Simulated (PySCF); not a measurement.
## `P[SiH2][C@H]1CSC[SiH2]1`: 4 charge schemes on one density

C₃H₁₁PSSi₂.
Structure used (GFN2-xTB), in Å, numbered top down from 1:
```
atom  x, y, z in Å
P1    -3.0258    0.6334    0.8129
Si2   -1.7568   -0.7554   -0.4015
C3     0.0420   -0.4731    0.1498
C4     0.9840   -1.4543   -0.5275
S5     2.7146   -0.9986   -0.1734
C6     2.5382    0.7552   -0.6351
Si7    0.7675    1.2723   -0.1436
H8    -4.1888    0.3527    0.1218
H9    -2.7661    1.7539    0.0444
H10   -1.8713   -0.5525   -1.8541
H11   -2.1928   -2.1261   -0.1029
H12    0.0867   -0.6606    1.2283
H13    0.8534   -2.4746   -0.1705
H14    0.8596   -1.4444   -1.6115
H15    2.7305    0.8433   -1.7033
H16    3.3178    1.2935   -0.1052
H17    0.1435    1.9617   -1.2783
H18    0.7551    2.0798    1.0735
```

Density: PBE0/pcSseg-1 (PySCF); schemes: Mulliken, IAO, Hirshfeld and ESP-fitted. The structure is a single GFN2-xTB conformer in the gas phase; no vibrational or solvent corrections.

**Question.** Atoms with like bonding are taken together and averaged. Do the Mulliken, IAO, Hirshfeld and ESP-fitted schemes agree on where the charge is lowest?

**Answer.** The schemes don't all agree: Mulliken C3 (-0.817); IAO C3 (-0.647); Hirshfeld C3 (-0.202); ESP-fitted P1 (-0.386).

**Question.** At which atom do the 4 schemes differ most?

**Answer.** At C3: from -0.817 (Mulliken) to -0.033 e (ESP-fitted), 0.784 e apart.

**Question.** Do the Mulliken, IAO, Hirshfeld and ESP-fitted schemes agree on where the charge is highest?

**Answer.** All schemes agree: Mulliken Si7 (+0.734); IAO Si7 (+0.740); Hirshfeld Si7 (+0.335); ESP-fitted Si7 (+0.362).

**Question.** Give the atomic charges in each scheme.

**Answer.** In e; atoms taken as equivalent share a row and are averaged (×n: the atom named and its like, n in all):

```csv
atom,environment,Mulliken,IAO,Hirshfeld,ESP-fitted
P1,three-coordinate phosphorus,-0.223,-0.106,-0.022,-0.386
Si2,SiH2 silicon,+0.454,+0.574,+0.276,+0.253
C3,sp3 carbon bound to silicon,-0.817,-0.647,-0.202,-0.033
C4,sp3 carbon bound to sulfur,-0.287,-0.329,-0.077,-0.326
S5,sulfide sulfur,-0.007,+0.072,-0.021,-0.202
C6,sp3 carbon bound to sulfur,-0.628,-0.630,-0.168,-0.370
Si7,SiH2 silicon,+0.734,+0.740,+0.335,+0.362
H8/H9,P–H hydrogen,+0.060,-0.001,-0.008,+0.131
H10,Si–H hydrogen,-0.044,-0.121,-0.081,-0.102
H11,Si–H hydrogen,-0.045,-0.111,-0.078,-0.053
H12,methine hydrogen,+0.192,+0.164,+0.037,+0.078
H13,methylene hydrogen,+0.168,+0.161,+0.048,+0.180
H14,methylene hydrogen,+0.156,+0.139,+0.036,+0.163
H15,methylene hydrogen,+0.178,+0.158,+0.037,+0.156
H16,methylene hydrogen,+0.176,+0.172,+0.045,+0.184
H17,Si–H hydrogen,-0.070,-0.123,-0.078,-0.089
H18,Si–H hydrogen,-0.057,-0.110,-0.071,-0.076
```

Mean size of the charges over all atoms: IAO 0.242 e, Mulliken 0.242 e, ESP-fitted 0.182 e, Hirshfeld 0.090 e. Each set sums to the total charge, 0, to within 0.001 e. The ESP scheme is a least-squares fit of atom-centred charges to the potential on four shells outside the van der Waals surface, with the total charge fixed. The Hirshfeld scheme weights the molecular density at each point by an atom's share of the summed free-atom densities.

Some averages cover members that differ in this geometry: H8/H9, ESP-fitted +0.113 to +0.148 e.

**Question.** How closely do the schemes follow one another over all atoms?

**Answer.** Correlation coefficient and root-mean-square difference: Mulliken with IAO 0.98, 0.071 e; IAO with Hirshfeld 0.96, 0.214 e; Mulliken with Hirshfeld 0.91, 0.232 e; IAO with ESP-fitted 0.75, 0.223 e; Mulliken with ESP-fitted 0.75, 0.230 e; Hirshfeld with ESP-fitted 0.72, 0.150 e.

**Question.** Sum the charges by element, for elements with more than one atom.

**Answer.** 
```json
{"element": "Si", "atoms": "2", "Mulliken": "+1.188", "IAO": "+1.314", "Hirshfeld": "+0.611", "ESP-fitted": "+0.616"}
{"element": "C", "atoms": "3", "Mulliken": "-1.732", "IAO": "-1.607", "Hirshfeld": "-0.447", "ESP-fitted": "-0.729"}
{"element": "H", "atoms": "11", "Mulliken": "+0.774", "IAO": "+0.327", "Hirshfeld": "-0.122", "ESP-fitted": "+0.702"}
```
